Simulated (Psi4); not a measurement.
lithium hydride (HLi), singlet, at a GFN2-xTB geometry (such geometries of metal compounds can be far from the true shape), atoms displaced at random by about 0.05 Å a coordinate. Base run: PBE/cc-pVTZ (Psi4 1.11).

Input for Psi4:
```
memory 2 GB

molecule {
0 1
  Li   -0.04138172    0.09577848   -0.34287007
  H     0.07956096    0.03903936    1.09167980
}

set basis cc-pvtz

optimize('pbe')
print_variables()
```

Variants of this job, named by their change:

| change | ΔE vs base (µEh) | optimiser steps |
|---|---|---|
| base | 0.0 | 6 |
| hess_update = powell | 0.0 | 6 |
| g_convergence = turbomole | 0.0 | 6 |
| intrafrag_step_limit = 0.05 | 0.0 | 7 |
| hess_update = bofill | 0.0 | 6 |
| g_convergence = nwchem_loose | 0.1 | 5 |
| step_type = sd | 0.0 | 5 |
